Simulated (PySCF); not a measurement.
4,4-difluorobuta-1,2-diene (C₄H₄F₂), SMILES C=C=CC(F)F. Atoms are numbered in the order given.

```xyz
10

C      2.8005    -0.2535     0.0000
C      1.5700     0.1940     0.0000
C      0.3304     0.6257     0.0000
C     -0.8488    -0.2993     0.0000
F     -1.6287    -0.0581     1.0956
F     -1.6287    -0.0581    -1.0956
H      3.3347    -0.4449     0.9367
H      3.3347    -0.4449    -0.9367
H      0.0976     1.6971     0.0000
H     -0.5630    -1.3629     0.0000
```
Charge 0, spin multiplicity 1.

Geometry: TPSSh-D3(BJ)/def2-SVP. The values are those of a single conformer.

These are PBE/pcSseg-1 (PySCF) values and carry that method's errors.

GIAO shieldings, no solvent; atoms alike by connectivity are averaged. δ = σ(ref) − σ: ¹³C against TMS (σ = 182.0 ppm); ¹⁹F against CFCl3 (σ = 133.6 ppm); ¹H against TMS (σ = 31.49 ppm), references at their B3LYP-D3(BJ)/def2-TZVP geometries, non-relativistic.

### Question
Estimate the chemical shifts. (An estimate is asked for; the answer gives what the named calculation found.)

### Answer

| nucleus | atoms | count | δ (ppm) |
|---|---|---|---|
| ¹³C | C2 | 1 | 223.5 |
| ¹³C | C4 | 1 | 129.0 |
| ¹³C | C3 | 1 | 95.8 |
| ¹³C | C1 | 1 | 83.5 |
| ¹⁹F | F5, F6 | 2 | -134.4 |
| ¹H | H10 | 1 | 6.60 |
| ¹H | H9 | 1 | 5.87 |
| ¹H | H7, H8 | 2 | 5.49 |
